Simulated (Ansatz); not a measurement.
Ansatz (an electronic-structure program) input (CCSD(T)/def2-SVPD):

Ansatz 0.2 input:
```yaml
crystal:
  periodic: [false, false, false]
  atoms:
    - {symbol: Si, position_ang: [-1.43846753, -0.24763310, 0.54742865]}
    - {symbol: Ge, position_ang: [0.73492862, 0.11446010, -0.32684864]}
    - {symbol: H, position_ang: [-1.96090942, -0.03616755, 1.92507539]}
    - {symbol: H, position_ang: [-2.57244740, -0.76158709, -0.26764062]}
    - {symbol: H, position_ang: [1.15418640, 0.60189491, 1.13772066]}
basis:
  gaussian:
    orbitals: def2-SVPD
magnetization: {spin_polarized: true, initial_magnetization: 1}
correlation: {method: ccsd_t, electrons: outside_noble_gas}
output: {forces: true}
```

End of the output:

```
determinant -64368.77102530 eV, -2365.5087044596 hartree, with singles and doubles -64374.81389945 eV, -2365.7307759887 hartree
determinant -64368.71541832 eV, -2365.5066609408 hartree, with singles and doubles -64374.92411873 eV, -2365.7348264724 hartree
19 core orbitals not correlated
reference -64371.90003826 eV, -2365.6236935650 hartree; 6, 5 occupied and 61, 62 virtual orbitals, 836 factors
densities: 0.47 GiB planned
second order -4.72109611 eV of doubles, -0.00000000 eV of singles
coupled cluster: 0.34 GiB planned
cycle   1  -5.83821054 eV  change   -1.7e-1 eV  update   2.0e-2
cycle   2  -5.84455111 eV  change   -6.3e-3 eV  update   5.7e-3
cycle   3  -5.84656734 eV  change   -2.0e-3 eV  update   2.0e-3
cycle   4  -5.84728301 eV  change   -7.2e-4 eV  update   7.0e-4
cycle   5  -5.84743327 eV  change   -1.5e-4 eV  update   3.5e-4
cycle   6  -5.84755916 eV  change   -1.3e-4 eV  update   1.9e-4
cycle   7  -5.84761011 eV  change   -5.1e-5 eV  update   8.5e-5
cycle   8  -5.84760042 eV  change    9.7e-6 eV  update   3.1e-5
cycle   9  -5.84759165 eV  change    8.8e-6 eV  update   1.1e-5
cycle  10  -5.84759020 eV  change    1.4e-6 eV  update   4.2e-6
cycle  11  -5.84759041 eV  change   -2.2e-7 eV  update   1.8e-6
cycle  12  -5.84759040 eV  change    1.3e-8 eV  update   7.3e-7
cycle  13  -5.84759033 eV  change    6.7e-8 eV  update   2.9e-7
cycle  14  -5.84759028 eV  change    5.6e-8 eV  update   1.2e-7
perturbative correction -0.20481292 eV, -0.0075267360 hartree
the calculation of the forces begins
Total energy: -64377.95244146 eV, -2365.8461152801 hartree
Atom 0 at    -1.438468    -0.247633     0.547429 Å, force    -0.093580    -0.024630     0.002291 eV/Å
Atom 1 at     0.734929     0.114460    -0.326849 Å, force     0.114644     0.023003    -0.030853 eV/Å
Atom 2 at    -1.960909    -0.036168     1.925075 Å, force     0.000485     0.022370     0.086980 eV/Å
Atom 3 at    -2.572447    -0.761587    -0.267641 Å, force    -0.053910    -0.030130    -0.061030 eV/Å
Atom 4 at     1.154186     0.601895     1.137721 Å, force     0.032361     0.009387     0.002611 eV/Å
Dipole moment:    -0.136974    -0.026363     0.041243 e Å
```

It need not be the lowest isomer of its formula.
